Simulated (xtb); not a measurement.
CH3S (SMILES C[S-]), charge -1, singlet, geometry from GFN2-xTB; GFN1-xTB (xtb).

Input for xtb:
```
$ xtb mol.xyz --gfn 1 --chrg -1 --etemp 10000 --json

# file mol.xyz
5

C     -0.03158867     1.10849493     0.00618882
S      0.01982142    -0.69556393    -0.00388339
H     -1.06837494     1.46368151    -0.03291479
H      0.43481506     1.50121040     0.91770101
H      0.50594923     1.51316136    -0.85978488
```

Problem. What does xtb print? Leave out banner, timings and long lists.

Solution. 
```
   ID    Z sym.   atoms
    1    6 C      1
    2   16 S      2
    3    1 H      3-5

           -------------------------------------------------
          |                Calculation Setup                |
           -------------------------------------------------

           -------------------------------------------------
          |                 G F N 1 - x T B                 |
           -------------------------------------------------

          ...................................................
          :                      SETUP                      :
          :.................................................:
          :  # basis functions                  20          :
          :  # atomic orbitals                  19          :
          :  # shells                           11          :
          :  # electrons                        14          :
          :  # halogen bonds                     0          :
          :  max. iterations                   250          :
          :  Hamiltonian                  GFN1-xTB          :
          :  restarted?                      false          :
          :  GBSA solvation                  false          :
          :  PC potential                    false          :
          :  electronic temp.        10000.0000000     K    :
          :  accuracy                    1.0000000          :
          :  -> integral cutoff          0.2500000E+02      :
          :  -> integral neglect         0.1000000E-07      :
          :  -> SCF convergence          0.1000000E-05 Eh   :
          :  -> wf. convergence          0.2000000E-04 e    :
          :  Broyden damping             0.4000000          :
          :  net charge                         -1          :
          :  unpaired electrons                  0          :
          ...................................................

 iter      E             dE          RMSdq      gap      omega  full diag
   1     -7.6329468 -0.763295E+01  0.666E+00    4.72       0.0  T
   2     -7.6414754 -0.852862E-02  0.400E+00    4.72       1.0  T
   3     -7.6418529 -0.377484E-03  0.921E-01    4.79       1.0  T
   4     -7.6422191 -0.366213E-03  0.625E-01    4.87       1.0  T
   5     -7.6426182 -0.399055E-03  0.402E-01    4.76       1.0  T
   6     -7.6429285 -0.310374E-03  0.165E-02    4.80       2.7  T
   7     -7.6429290 -0.505319E-06  0.398E-04    4.80     112.4  T
   8     -7.6429290 -0.136793E-09  0.202E-04    4.80     221.9  T
   9     -7.6429290 -0.795604E-10  0.159E-07    4.80  100000.0  T
  10     -7.6429290 -0.888178E-15  0.143E-08    4.80  100000.0  T

   *** convergence criteria satisfied after 10 iterations ***

         :::::::::::::::::::::::::::::::::::::::::::::::::::::
         ::                     SUMMARY                     ::
         :::::::::::::::::::::::::::::::::::::::::::::::::::::
         :: total energy              -7.588688882313 Eh    ::
         :: gradient norm              0.022350345285 Eh/a0 ::
         :: HOMO-LUMO gap              4.795504211007 eV    ::
         ::.................................................::
         :: SCC energy                -7.642929047768 Eh    ::
         :: -> electrostatic           0.169538560300 Eh    ::
         :: repulsion energy           0.055133632456 Eh    ::
         :: dispersion energy         -0.000893467001 Eh    ::
         :: halogen bond corr.         0.000000000000 Eh    ::
         :: add. restraining           0.000000000000 Eh    ::
         :: total charge              -1.000000000000 e     ::
         :::::::::::::::::::::::::::::::::::::::::::::::::::::

           -------------------------------------------------
          |                Property Printout                |
           -------------------------------------------------

    * Orbital Energies and Occupations

         #    Occupation            Energy/Eh            Energy/eV
      -------------------------------------------------------------
         1        2.0000           -0.4949820             -13.4691
         2        2.0000           -0.3693387             -10.0502
         3        1.9998           -0.2703155              -7.3557
         4        1.9998           -0.2703155              -7.3557
         5        1.9977           -0.1961731              -5.3381
         6        1.9072           -0.0770590              -2.0969
         7        1.9072           -0.0770590              -2.0969 (HOMO)
         8        0.1459            0.0991725               2.6986 (LUMO)
         9        0.0145            0.1745099               4.7487
        10        0.0145            0.1745099               4.7487
        11        0.0130            0.1779173               4.8414
        12        0.0001            0.3260423               8.8721
        13        0.0001            0.3260423               8.8721
        14        0.0001            0.3352881               9.1237
        15        0.0001            0.3352881               9.1237
        16        0.0000            0.5246238              14.2757
        17        0.0000            0.5339063              14.5283
        18        0.0000            0.5339063              14.5283
        19                          0.6826194              18.5750
      -------------------------------------------------------------
                  HL-Gap            0.1762315 Eh            4.7955 eV
             Fermi-level            0.0186702 Eh            0.5080 eV

  Mulliken/CM5 charges         n(s)   n(p)   n(d)
     1C     0.01657 -0.11295   0.997  2.987  0.000
     2S    -0.72429 -0.74935   1.948  4.773  0.003
     3H    -0.09743 -0.04590   1.097  0.000  0.000
     4H    -0.09743 -0.04590   1.097  0.000  0.000
     5H    -0.09743 -0.04590   1.097  0.000  0.000

Wiberg/Mayer (AO) data.
largest (>0.10) Wiberg bond orders for each atom

 ---------------------------------------------------------------------------
     #   Z sym  total        # sym  WBO       # sym  WBO       # sym  WBO
 ---------------------------------------------------------------------------
     1   6 C    3.933 --     4 H    0.984     5 H    0.984     3 H    0.984
                             2 S    0.981
     2  16 S    1.063 --     1 C    0.981
     3   1 H    1.026 --     1 C    0.984
     4   1 H    1.026 --     1 C    0.984
     5   1 H    1.026 --     1 C    0.984
 ---------------------------------------------------------------------------

Topologies differ in total number of bonds
Writing topology from bond orders to xtbtopo.mol

 dipole moment from electron density (au)
     X       Y       Z
  -0.0162   0.5684   0.0032  total (Debye):    1.445

           -------------------------------------------------
          | TOTAL ENERGY               -7.588688882313 Eh   |
          | GRADIENT NORM               0.022350345285 Eh/α |
          | HOMO-LUMO GAP               4.795504211007 eV   |
           -------------------------------------------------

normal termination of xtb
```
